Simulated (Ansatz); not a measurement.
C7H12O2 can be A, `CC(=O)/C=C(\O)C(C)C`, or B, `CCC(=O)CC(=O)CC`.

Computed with Ansatz on PBE0-D4/def2-TZVP structures; ΔE is electronic, products minus reactants. CCSD(T)/CBS adds triple-zeta CCSD(T) − MP2 to the extrapolated MP2 energy (def2 sets, frozen cores). Functionals use def2-TZVPP. B3LYP here is the variant with VWN-RPA as its local correlation; programs differ in this. Each species was taken in one conformer, which may not be the lowest.

Q: Which isomer does CCSD(T)/CBS put lower? Give the gap. (Best estimate.)

A: Ansatz gave: A, by 3.9 kcal/mol.

Q: Give E(B) − E(A) in kcal/mol with B2PLYP, CCSD(T)/def2-TZVPP, CCSD/def2-TZVPP, ωB97M-V, BLYP-D4, CCSD(T)/def2-SVP, B3LYP. (An estimate is asked.)

A: Ansatz gave: B2PLYP 4.8, CCSD(T)/def2-TZVPP 3.4, CCSD/def2-TZVPP 1.5, ωB97M-V 3.8, BLYP-D4 6.1, CCSD(T)/def2-SVP 0.9, B3LYP 4.9. None reverses the order clearly.

Largest T1 diagnostic: 0.015.

At CCSD(T), def2-SVP lies −3.1 kcal/mol from the extrapolated value and def2-TZVPP −0.6 kcal/mol. In def2-TZVPP, CCSD(T) changes the Hartree–Fock value by +6.6 kcal/mol (the triples alone add +1.9 kcal/mol) and MP2 by +8.5 kcal/mol.
